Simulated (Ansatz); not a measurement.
**C4H7ClGe: where a starting geometry ends**

The starting geometry of this gas-phase singlet was optimised with GFN2-xTB; its bonds are those of `C=C/[C]([GeH3])=C\Cl`.

```xyz
13

C    -0.3812    1.4381   -0.3966
C     0.7757    0.9474    0.0316
C     2.0290    1.6684   -0.0433
C     3.1849    1.1550    0.3830
Cl    3.3706   -0.4122    1.0711
Ge    2.0861    3.4799   -0.7918
H    -0.4479    2.4238   -0.8353
H    -1.2968    0.8750   -0.3312
H     0.8201   -0.0451    0.4618
H     1.6222    3.5080   -2.2125
H     3.4917    3.9777   -0.7396
H     1.2226    4.4224   -0.0171
H     4.1184    1.6953    0.3270
```

Q: Predict what becomes of its bonds when it is optimised with B3LYP/def2-SVP.

A: It keeps its bonds, and is `C=C/[C]([GeH3])=C\Cl`.

The energy falls by 0.12 eV over 6 steps:

```
step  E − E(last) (eV)
   1             0.124
   2             0.009
   3             0.002
   4             0.001
   5             0.000
   6             0.000
```

Final geometry (Å):

```yaml
atoms:
  - { symbol: C, position_ang: [-0.4317, 1.4206, -0.3981] }
  - { symbol: C, position_ang: [0.7597, 0.9590, 0.0176] }
  - { symbol: C, position_ang: [2.0307, 1.6819, -0.0500] }
  - { symbol: C, position_ang: [3.1995, 1.1662, 0.3828] }
  - { symbol: Cl, position_ang: [3.3976, -0.4233, 1.0845] }
  - { symbol: Ge, position_ang: [2.1184, 3.5040, -0.7962] }
  - { symbol: H, position_ang: [-0.5594, 2.4135, -0.8402] }
  - { symbol: H, position_ang: [-1.3330, 0.8095, -0.3080] }
  - { symbol: H, position_ang: [0.8100, -0.0463, 0.4500] }
  - { symbol: H, position_ang: [1.6442, 3.5106, -2.2640] }
  - { symbol: H, position_ang: [3.5847, 3.9723, -0.7230] }
  - { symbol: H, position_ang: [1.2254, 4.4638, 0.0167] }
  - { symbol: H, position_ang: [4.1493, 1.7020, 0.3349] }
```

No frequencies were run, so the end isn't proven a minimum. Run with Ansatz 0.2.0, 17 s on 2 threads of Intel(R) Xeon(R) 6975P-C (Granite Rapids), with other jobs on the host.
